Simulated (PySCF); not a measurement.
## Correlation energy of P⁺ (phosphorus, charge +1)

[Ne] 3s2 3p2, high-spin 3P determinant. All numbers are calculated (PySCF 2.14, scalar relativity by spin-free X2C-1e, in Sapporo-DZP-2012). Frozen: [Ne]; 4 electrons correlated.

MP2 pair energies summed by pair of shells (mhartree):

```csv
pair,energy,share (%)
3s-3p,-30.41,60.9
3s-3s,-14.03,28.1
3p-3p,-5.49,11.0
```

Total MP2 correlation energy: -49.93 mhartree.

Same-spin part -8.41 and opposite-spin part -41.52 mhartree; SCS-MP2 scales them by 1/3 and 6/5 to -52.63 mhartree.

```tsv
level	correlation energy (mhartree)
CCSD	-72.22
(T)	-1.00
CCSD(T)	-73.22
```

Diagnostics: T1 = 0.0091, D1 = 0.0253, largest double amplitude 0.105.

Cost of the coupled-cluster step: 0.1 s of wall time on 1 thread of Intel(R) Xeon(R) 6975P-C (shared host), for 4 correlated electrons.

Iterations:

```
CC2 = 0
CCSD nocc = (np.int64(3), np.int64(1)), nmo = (22, 22)
frozen orbitals [[0, 1, 2, 3, 4], [0, 1, 2, 3, 4]]
max_cycle = 100
direct = 0
conv_tol = 1e-08
conv_tol_normt = 1e-06
diis_space = 8
diis_start_cycle = 0
Init t2, MP2 energy = -0.0499319967115131
Init E_corr(UCCSD) = -0.0499319967171621
cycle = 1  E_corr(UCCSD) = -0.0647615938367367  dE = -0.0148295971  norm(t1,t2) = 0.0560644
cycle = 2  E_corr(UCCSD) = -0.0693935184859422  dE = -0.00463192465  norm(t1,t2) = 0.0217928
cycle = 3  E_corr(UCCSD) = -0.0721898687530491  dE = -0.00279635027  norm(t1,t2) = 0.0100063
cycle = 4  E_corr(UCCSD) = -0.0721952571190911  dE = -5.38836604e-06  norm(t1,t2) = 0.00194708
cycle = 5  E_corr(UCCSD) = -0.0722250710490405  dE = -2.98139299e-05  norm(t1,t2) = 0.000312762
cycle = 6  E_corr(UCCSD) = -0.0722128856302859  dE = 1.21854188e-05  norm(t1,t2) = 5.2461e-05
cycle = 7  E_corr(UCCSD) = -0.0722179070156346  dE = -5.02138535e-06  norm(t1,t2) = 1.27215e-05
cycle = 8  E_corr(UCCSD) = -0.0722168637656228  dE = 1.04325001e-06  norm(t1,t2) = 3.20482e-06
cycle = 9  E_corr(UCCSD) = -0.0722169415920779  dE = -7.78264551e-08  norm(t1,t2) = 3.99217e-07
cycle = 10  E_corr(UCCSD) = -0.0722169307040935  dE = 1.08879844e-08  norm(t1,t2) = 8.97127e-08
cycle = 11  E_corr(UCCSD) = -0.0722169300855392  dE = 6.18554249e-10  norm(t1,t2) = 4.73805e-08
UCCSD converged
E(UCCSD) = -341.1214614648445  E_corr = -0.07221693008553923
UCCSD(T) correction = -0.000997247842097511
```
